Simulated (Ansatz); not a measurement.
Z-matrix (Å, degrees):
```
C
Ge 1 1.921
H 1 1.090 2 109.6
H 1 1.090 2 109.6 3 120.0
H 1 1.090 2 109.6 3 -120.0
O 2 1.773 1 111.5 3 -70.9
O 2 1.773 1 111.5 3 169.1
O 2 1.773 1 111.5 3 49.1
H 6 0.961 2 111.1 1 128.6
H 7 0.961 2 111.1 1 128.6
H 8 0.961 2 111.1 1 128.6
```

Charge 0, multiplicity 1.

(1) List the ωB97M-V/def2-TZVPP orbital energies in eV (the Gaussian-basis code of Ansatz). (Best estimate.)

Results:

(1) The calculation gave: Occupied: -10867.14, -1362.83, -1210.57, -1210.57, -1210.54, -525.94, -525.94, -525.94, -281.51, -174.82, -124.09, -124.09, -124.00, -37.08, -37.08, -36.88, -36.82, -36.82, -30.85, -29.92, -29.92, -22.65, -18.26, -16.45, -16.45, -14.13, -14.13, -14.02, -12.92, -12.66, -12.66, -11.41, -11.41, -10.88. Lowest empty: 1.77, 3.23, 3.23, 3.26, 4.70, 4.70, 5.02, 5.02.
